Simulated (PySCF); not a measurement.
B3LYP has the VWN-RPA correlation part, as in Gaussian. Delta-SCF ions had no search for a lower state. Excitations are Tamm–Dancoff values on a coarser integration grid. The basis has no diffuse functions, so Rydberg states are missing or too high.

CH$_{3}$NSi, SMILES `N#C[SiH3]` (charge 0, multiplicity 1)

Method: B3LYP-D3(BJ)/def2-TZVP run with PySCF 2.14.0.

```
Property                                                  Value
--------------------------------------  -----------------------
HOMO                                                   -9.61 eV
dipole moment                                            3.51 D
HOMO–LUMO gap                                           8.78 eV
LUMO                                                   -0.83 eV
S1 excitation (TDA)                                     7.01 eV
S1 oscillator strength                                    0.000
vertical ionisation energy (Delta-SCF)                 12.20 eV
total energy                                       -10454.96 eV
cost                                    roughly 21 core-seconds
```

Bonds (Å): N1–C2 1.152, C2–Si3 1.851, Si3–H4 1.474, Si3–H5 1.474, Si3–H6 1.474. Bond angles (°): N1–C2–Si3 180.0, C2–Si3–H4 107.5, C2–Si3–H5 107.5, C2–Si3–H6 107.5, H4–Si3–H5 111.3, H4–Si3–H6 111.3, H5–Si3–H6 111.3.
